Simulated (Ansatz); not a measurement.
Born–Oppenheimer molecular dynamics of ClFGeH2O (6 atoms, charge 0, multiplicity 1). It starts from a relaxed structure.

Level of theory: Ansatz, RKS PBE/def2-mTZVP.

```json
{
  "ensemble": "NVT, Nosé–Hoover chain",
  "time step": "1 fs",
  "steps asked": "150",
  "set temperature": "1500 K",
  "thermostat": "time constant 100 fs, chain length 3 (defaults)",
  "seed": "951891"
}
```

First frame:

```xyz
6
Properties=species:S:1:pos:R:3
Ge 0.073 -0.032 0.012
F 0.124 0.115 1.761
H 1.496 0.013 -0.557
Cl -1.155 1.618 -0.654
O -0.657 -1.593 -0.416
H -1.587 -1.664 -0.129
```

Question: How far do the bonds stretch over the last three quarters of this one trajectory? (Pairs bonded in most of those frames.)

Answer: 
```csv
bond,mean (Å),spread (Å),shortest,longest
Ge1–F2,1.769,0.095,1.63,1.91
Ge1–H3,1.553,0.075,1.44,1.67
Ge1–Cl4,2.214,0.096,2.05,2.36
Ge1–O5,1.785,0.037,1.71,1.86
O5–H6,0.985,0.027,0.94,1.04
```

Mean temperature of the second half: 1120 K. The conserved energy stayed within 1.9 meV per atom of its start (net change 1.8 meV per atom), so the integration is sound. The mean temperature of the second half is 25 % below the set value. A run of 0.15 ps of so small a system gives no equilibrium averages.

Run time: 2.4 min on 2 threads of Intel(R) Xeon(R) 6975P-C (Granite Rapids), on a shared host, peak memory 0.15 GiB.
